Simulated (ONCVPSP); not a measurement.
Before and after: ONCV potential for Pb (Z = 82)

lead, optimised norm-conserving Vanderbilt (ONCV), made with ONCVPSP 4.0.1 (PBEsol, fully relativistic). Core [Kr] 4d10 4f14, reference 5s2 5p6 5d10 6s2 6p2. Waves: 5s+6s: rc 1.50 bohr, ncon 4, nbas 8, qcut 7.9 1/bohr, 2 projectors; 5p+6p: rc 1.50 bohr, ncon 4, nbas 8, qcut 10.5 1/bohr, 2 projectors; 5d: rc 1.40 bohr, ncon 3, nbas 6, qcut 6.2 1/bohr, 2 projectors, debl 2.6 Ha. Local part: polynomial inside 1.10 bohr (lpopt 5, dvloc0 0 Ha). Core correction: polynomial model core, fcfact 0.2.

Open shells are filled in proportion to 2j + 1.

Change: p: rc 1.04; local potential polynomial inside 1.04 bohr (lpopt 5, dvloc0 0 Ha).

Cutoffs: the cutoffs (Ha) at which the residual kinetic energy of the hardest occupied pseudo-wave falls to 1 and 0.1 mHa per electron; they do not see the model core or the augmentation charge, which bear on the density cutoff. Errors are all-electron minus pseudo energies relative to the spin-unpolarised reference configuration.

Problem. What does the change do?

Solution. The potential gets harder (52 Ha and 75 Ha → 52 Ha and 123 Ha); of the 3 tests that both files solve, the error grows in 1 and shrinks in 1 by more than 15 % and 0.3 meV (median size 0.6 → 1.2 meV); neither file shows a bound ghost. A smaller radius makes the pseudo-wave follow the all-electron one further in, where it bends more sharply, so more plane waves are needed.

```tsv
quantity	base	changed
cutoff, loose	52 Ha	52 Ha
cutoff, tight	75 Ha	123 Ha
loose cutoff by channel	s 25 Ha, p 34 Ha, d 52 Ha	s 25 Ha, p 51 Ha, d 52 Ha
bound ghosts	none	none
GHOST(+) flags under 300 eV	s at 164.7 eV	s at 116.1 eV
tests with a reliable result	3 of 4	3 of 4
error for 5s2 5p6 5d10 6s2 6p1, meV [ΔE 6.72 eV]	+0.3	+0.5
error for 5s2 5p6 5d10 6s2 6p0, meV [ΔE 20.33 eV]	+0.6	+1.2
error for 5s2 5p6 5d10 6s1 6p0, meV [ΔE 52.81 eV]	-5.7	-3.4
s: phases at 1.53 bohr within 0.05 rad from the reference energy up to (Ha; the scan ends near 5)	to the end of the scan	4.0
d5/2: phases at 1.42 bohr within 0.05 rad from the reference energy up to (Ha; the scan ends near 5)	to the end of the scan	to the end of the scan
d3/2: phases at 1.42 bohr within 0.05 rad from the reference energy up to (Ha; the scan ends near 5)	to the end of the scan	to the end of the scan
rms error of d²Exc/dni dnj with the model core, mHa	2.10	2.29
```
